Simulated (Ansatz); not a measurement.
Ansatz (an electronic-structure program) input (B3LYP-D3(BJ)/def2-TZVP):

Ansatz 0.2 input:
```yaml
crystal:
  periodic: [false, false, false]
  atoms:
    - {symbol: C, position_ang: [-2.84577073, -0.28901947, -0.32232775]}
    - {symbol: C, position_ang: [-1.43655059, -0.60945325, -0.81149558]}
    - {symbol: C, position_ang: [-0.35157530, 0.02963427, 0.05162817]}
    - {symbol: C, position_ang: [1.05403071, -0.28896439, -0.43486690]}
    - {symbol: C, position_ang: [2.16277917, 0.31655487, 0.38058882]}
    - {symbol: O, position_ang: [2.00791705, 1.00843288, 1.35340048]}
    - {symbol: H, position_ang: [-2.99654218, -0.64537817, 0.69931474]}
    - {symbol: H, position_ang: [-3.60354036, -0.75589679, -0.95387814]}
    - {symbol: H, position_ang: [-3.02612622, 0.78845017, -0.32515462]}
    - {symbol: H, position_ang: [-1.29335332, -1.69506198, -0.82958070]}
    - {symbol: H, position_ang: [-1.32273064, -0.27125286, -1.84689134]}
    - {symbol: H, position_ang: [-0.45684970, -0.30333811, 1.08747631]}
    - {symbol: H, position_ang: [-0.48609788, 1.11421203, 0.07463772]}
    - {symbol: H, position_ang: [1.23326316, -1.37218177, -0.46186060]}
    - {symbol: H, position_ang: [1.20410469, 0.04102066, -1.47159276]}
    - {symbol: H, position_ang: [3.18705644, 0.07945161, 0.01916499]}
basis:
  gaussian:
    orbitals: def2-TZVP
hamiltonian:
  xc: b3lyp
  dispersion: d3bj
phonons: {temperatures: {t_min: 298.15, t_max: 298.15, t_step: 100}}
```

Output:

```
Functional definition: B3LYP
integrals: 0.17 GiB planned
1491 factors; their error is unknown
0.33 GiB of the device are held for the grids
1.30 GiB of device memory are held for the factors and their scratch space
mean field: 1.33 GiB planned
mean field evaluation 1: about -7383.6858 eV, gradient 8.1e1 eV
mean field evaluation 2: about -7369.1418 eV, gradient 1.1e2 eV
mean field evaluation 4: about -7398.1851 eV, gradient 9.6e0 eV
mean field evaluation 8: about -7398.3262 eV, gradient 6.8e-1 eV
mean field evaluation 16: about -7398.3269 eV, gradient 1.2e-4 eV
mean field -7398.32689651 eV, -271.8834986807 hartree, gradient 1.8e-5 eV, S^2 0.000000; 0 other end points of the search recorded, 0 dependent functions left out
the calculation of the forces begins
reference -7398.32721405 eV, -271.8835103501 hartree; 24, 24 occupied and 222, 222 virtual orbitals, 1491 factors
these checks for a lower state are left out or cut short: stability, starts, cluster_reference, orbital_swaps, neighbouring_geometries, increment
integrals: 0.17 GiB planned
1491 factors; their error is unknown
0.33 GiB of the device are held for the grids
1.30 GiB of device memory are held for the factors and their scratch space
mean field: 1.33 GiB planned
mean field -7398.32672451 eV, -271.8834923598 hartree, gradient 2.3e-6 eV, S^2 0.000000; 0 other end points of the search recorded, 0 dependent functions left out
the calculation of the forces begins
reference -7398.32704204 eV, -271.8835040286 hartree; 24, 24 occupied and 222, 222 virtual orbitals, 1491 factors
these checks for a lower state are left out or cut short: stability, starts, cluster_reference, orbital_swaps, neighbouring_geometries, increment
integrals: 0.17 GiB planned
1491 factors; their error is unknown
0.33 GiB of the device are held for the grids
1.30 GiB of device memory are held for the factors and their scratch space
mean field: 1.33 GiB planned
mean field evaluation 32: about -7398.3267 eV, gradient 1.0e-2 eV
mean field -7398.32673390 eV, -271.8834927049 hartree, gradient 2.3e-6 eV, S^2 0.000000; 0 other end points of the search recorded, 0 dependent functions left out
the calculation of the forces begins
reference -7398.32705145 eV, -271.8835043748 hartree; 24, 24 occupied and 222, 222 virtual orbitals, 1491 factors
these checks for a lower state are left out or cut short: stability, starts, cluster_reference, orbital_swaps, neighbouring_geometries, increment
integrals: 0.17 GiB planned
1491 factors; their error is unknown
0.33 GiB of the device are held for the grids
1.30 GiB of device memory are held for the factors and their scratch space
mean field: 1.33 GiB planned
mean field -7398.32670026 eV, -271.8834914686 hartree, gradient 2.3e-6 eV, S^2 0.000000; 0 other end points of the search recorded, 0 dependent functions left out
the calculation of the forces begins
reference -7398.32701783 eV, -271.8835031392 hartree; 24, 24 occupied and 222, 222 virtual orbitals, 1491 factors
these checks for a lower state are left out or cut short: stability, starts, cluster_reference, orbital_swaps, neighbouring_geometries, increment
integrals: 0.17 GiB planned
1491 factors; their error is unknown
0.33 GiB of the device are held for the grids
1.30 GiB of device memory are held for the factors and their scratch space
mean field: 1.33 GiB planned
mean field -7398.32677570 eV, -271.8834942408 hartree, gradient 2.3e-6 eV, S^2 0.000000; 0 other end points of the search recorded, 0 dependent functions left out
[...]
the calculation of the forces begins
reference -7398.32709224 eV, -271.8835058738 hartree; 24, 24 occupied and 222, 222 virtual orbitals, 1491 factors
these checks for a lower state are left out or cut short: stability, starts, cluster_reference, orbital_swaps, neighbouring_geometries, increment
integrals: 0.17 GiB planned
1491 factors; their error is unknown
0.33 GiB of the device are held for the grids
1.30 GiB of device memory are held for the factors and their scratch space
mean field: 1.33 GiB planned
mean field -7398.32690307 eV, -271.8834989219 hartree, gradient 2.3e-6 eV, S^2 0.000000; 0 other end points of the search recorded, 0 dependent functions left out
the calculation of the forces begins
reference -7398.32722062 eV, -271.8835105916 hartree; 24, 24 occupied and 222, 222 virtual orbitals, 1491 factors
these checks for a lower state are left out or cut short: stability, starts, cluster_reference, orbital_swaps, neighbouring_geometries, increment
integrals: 0.17 GiB planned
1491 factors; their error is unknown
0.33 GiB of the device are held for the grids
1.30 GiB of device memory are held for the factors and their scratch space
mean field: 1.33 GiB planned
mean field -7398.32685501 eV, -271.8834971554 hartree, gradient 2.3e-6 eV, S^2 0.000000; 0 other end points of the search recorded, 0 dependent functions left out
the calculation of the forces begins
reference -7398.32717254 eV, -271.8835088244 hartree; 24, 24 occupied and 222, 222 virtual orbitals, 1491 factors
these checks for a lower state are left out or cut short: stability, starts, cluster_reference, orbital_swaps, neighbouring_geometries, increment
integrals: 0.17 GiB planned
1491 factors; their error is unknown
0.33 GiB of the device are held for the grids
1.30 GiB of device memory are held for the factors and their scratch space
mean field: 1.33 GiB planned
mean field -7398.32677647 eV, -271.8834942693 hartree, gradient 2.3e-6 eV, S^2 0.000000; 0 other end points of the search recorded, 0 dependent functions left out
the calculation of the forces begins
reference -7398.32709396 eV, -271.8835059370 hartree; 24, 24 occupied and 222, 222 virtual orbitals, 1491 factors
these checks for a lower state are left out or cut short: stability, starts, cluster_reference, orbital_swaps, neighbouring_geometries, increment
integrals: 0.17 GiB planned
1491 factors; their error is unknown
0.33 GiB of the device are held for the grids
1.30 GiB of device memory are held for the factors and their scratch space
mean field: 1.33 GiB planned
mean field -7398.32682541 eV, -271.8834960677 hartree, gradient 2.3e-6 eV, S^2 0.000000; 0 other end points of the search recorded, 0 dependent functions left out
the calculation of the forces begins
reference -7398.32714300 eV, -271.8835077388 hartree; 24, 24 occupied and 222, 222 virtual orbitals, 1491 factors
these checks for a lower state are left out or cut short: stability, starts, cluster_reference, orbital_swaps, neighbouring_geometries, increment
integrals: 0.17 GiB planned
1491 factors; their error is unknown
0.33 GiB of the device are held for the grids
1.30 GiB of device memory are held for the factors and their scratch space
mean field: 1.33 GiB planned
mean field evaluation 384: about -7398.3531 eV, gradient 6.7e-1 eV
mean field -7398.32687587 eV, -271.8834979222 hartree, gradient 2.3e-6 eV, S^2 0.000000; 0 other end points of the search recorded, 0 dependent functions left out
the calculation of the forces begins
reference -7398.32719341 eV, -271.8835095914 hartree; 24, 24 occupied and 222, 222 virtual orbitals, 1491 factors
these checks for a lower state are left out or cut short: stability, starts, cluster_reference, orbital_swaps, neighbouring_geometries, increment
integrals: 0.17 GiB planned
1491 factors; their error is unknown
0.33 GiB of the device are held for the grids
1.30 GiB of device memory are held for the factors and their scratch space
mean field: 1.33 GiB planned
mean field -7398.32688993 eV, -271.8834984387 hartree, gradient 2.3e-6 eV, S^2 0.000000; 0 other end points of the search recorded, 0 dependent functions left out
the calculation of the forces begins
reference -7398.32720747 eV, -271.8835101083 hartree; 24, 24 occupied and 222, 222 virtual orbitals, 1491 factors
these checks for a lower state are left out or cut short: stability, starts, cluster_reference, orbital_swaps, neighbouring_geometries, increment
integrals: 0.17 GiB planned
1491 factors; their error is unknown
0.33 GiB of the device are held for the grids
1.30 GiB of device memory are held for the factors and their scratch space
mean field: 1.33 GiB planned
mean field -7398.32686934 eV, -271.8834976821 hartree, gradient 2.3e-6 eV, S^2 0.000000; 0 other end points of the search recorded, 0 dependent functions left out
the calculation of the forces begins
reference -7398.32718688 eV, -271.8835093514 hartree; 24, 24 occupied and 222, 222 virtual orbitals, 1491 factors
these checks for a lower state are left out or cut short: stability, starts, cluster_reference, orbital_swaps, neighbouring_geometries, increment
integrals: 0.17 GiB planned
1491 factors; their error is unknown
0.33 GiB of the device are held for the grids
1.30 GiB of device memory are held for the factors and their scratch space
mean field: 1.33 GiB planned
mean field -7398.32686358 eV, -271.8834974704 hartree, gradient 2.3e-6 eV, S^2 0.000000; 0 other end points of the search recorded, 0 dependent functions left out
the calculation of the forces begins
reference -7398.32718112 eV, -271.8835091398 hartree; 24, 24 occupied and 222, 222 virtual orbitals, 1491 factors
these checks for a lower state are left out or cut short: stability, starts, cluster_reference, orbital_swaps, neighbouring_geometries, increment
integrals: 0.17 GiB planned
1491 factors; their error is unknown
0.33 GiB of the device are held for the grids
1.30 GiB of device memory are held for the factors and their scratch space
mean field: 1.33 GiB planned
mean field evaluation 416: about -7398.3262 eV, gradient 6.8e-1 eV
mean field -7398.32687154 eV, -271.8834977631 hartree, gradient 2.3e-6 eV, S^2 0.000000; 0 other end points of the search recorded, 0 dependent functions left out
the calculation of the forces begins
reference -7398.32718910 eV, -271.8835094332 hartree; 24, 24 occupied and 222, 222 virtual orbitals, 1491 factors
these checks for a lower state are left out or cut short: stability, starts, cluster_reference, orbital_swaps, neighbouring_geometries, increment
integrals: 0.17 GiB planned
1491 factors; their error is unknown
0.33 GiB of the device are held for the grids
1.30 GiB of device memory are held for the factors and their scratch space
mean field: 1.33 GiB planned
mean field -7398.32683576 eV, -271.8834964481 hartree, gradient 2.3e-6 eV, S^2 0.000000; 0 other end points of the search recorded, 0 dependent functions left out
the calculation of the forces begins
reference -7398.32715328 eV, -271.8835081167 hartree; 24, 24 occupied and 222, 222 virtual orbitals, 1491 factors
Total energy: -7398.85628598 eV, -271.9029533848 hartree
Atom 0 at    -2.845771    -0.289019    -0.322328 Å, force    -0.000021    -0.000081    -0.000113 eV/Å
Atom 1 at    -1.436551    -0.609453    -0.811496 Å, force     0.000275     0.000276     0.000379 eV/Å
Atom 2 at    -0.351575     0.029634     0.051628 Å, force    -0.000560    -0.000201    -0.000265 eV/Å
Atom 3 at     1.054031    -0.288964    -0.434867 Å, force    -0.000393     0.000022     0.000042 eV/Å
Atom 4 at     2.162779     0.316555     0.380589 Å, force     0.000511     0.000779     0.001076 eV/Å
Atom 5 at     2.007917     1.008433     1.353400 Å, force    -0.000479    -0.000530    -0.000728 eV/Å
Atom 6 at    -2.996542    -0.645378     0.699315 Å, force    -0.000033    -0.000095     0.000196 eV/Å
Atom 7 at    -3.603540    -0.755897    -0.953878 Å, force    -0.000195    -0.000040    -0.000050 eV/Å
Atom 8 at    -3.026126     0.788450    -0.325155 Å, force    -0.000040     0.000215    -0.000026 eV/Å
Atom 9 at    -1.293353    -1.695062    -0.829581 Å, force    -0.000014    -0.000273    -0.000190 eV/Å
Atom 10 at    -1.322731    -0.271253    -1.846891 Å, force    -0.000018    -0.000092    -0.000319 eV/Å
Atom 11 at    -0.456850    -0.303338     1.087476 Å, force     0.000071     0.000024     0.000440 eV/Å
Atom 12 at    -0.486098     1.114212     0.074638 Å, force     0.000063     0.000410     0.000164 eV/Å
Atom 13 at     1.233263    -1.372182    -0.461861 Å, force     0.000249    -0.000345     0.000098 eV/Å
Atom 14 at     1.204105     0.041021    -1.471593 Å, force     0.000237     0.000211    -0.000300 eV/Å
Atom 15 at     3.187056     0.079452     0.019165 Å, force     0.000349    -0.000281    -0.000403 eV/Å
Dipole moment:    -0.082583    -0.327394    -0.455830 e Å
Vibrations: 71.64 110.73 138.74 179.93 244.69 294.41 397.24 669.64 692.45 750.57 861.79 894.22 920.98 982.18 1039.80 1072.87 1138.67 1162.13 1241.87 1288.59 1313.44 1333.08 1371.88 1404.40 1417.81 1417.87 1448.72 1488.39 1496.57 1499.70 1511.75 1805.70 2862.42 2996.37 3008.49 3014.10 3027.77 3029.46 3038.29 3071.56 3088.30 3093.09 cm⁻¹, zero-point energy 3.836834 eV
```
